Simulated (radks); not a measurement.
Effect of the nuclear size on the lanthanum ion La+, [Xe] 5d2. Calculated with a radial shooting solver on a logarithmic mesh with Libxc functionals: Dirac Kohn-Sham, PBE, spin-unpolarised, spherical densities, finite nucleus; open shells are shared between the two j in proportion to 2j + 1; Fermi nuclear charge, rms radius 4.855 fm. The rms radius is varied about that value; shifts are against it.

rms radius (fm),total energy shift (eV),density at nucleus (e/bohr^3),1s1/2 shift (meV),2s1/2 shift (meV),4p1/2 shift (meV),5s1/2 shift (meV),5p1/2 shift (meV),6s1/2 (empty) shift (meV)
4.0102,-2.99,3.654e+05,-1240,-151,0.407,-1.18,0.069,-0.158
4.6317,-0.835,3.55e+05,-347,-42.1,0.114,-0.329,0.019,-0.044
4.855,0,3.517e+05,0.000,0.000,0.000,0.000,0.000,0.000
5.2677,1.63,3.46e+05,676,82.0,-0.221,0.640,-0.037,0.086
5.8211,3.97,3.391e+05,1650,200,-0.539,1.56,-0.091,0.210

Slopes of the eigenvalues against <r^2> in GHz/fm^2, as finite differences over the two radii next to the reference (eigenvalue slopes, not the field-shift constants of lines): 1s1/2 39300, 2s1/2 4770, 4p1/2 -12.8, 5s1/2 37.2, 5p1/2 -2.18, 6s1/2 (empty) 4.99.
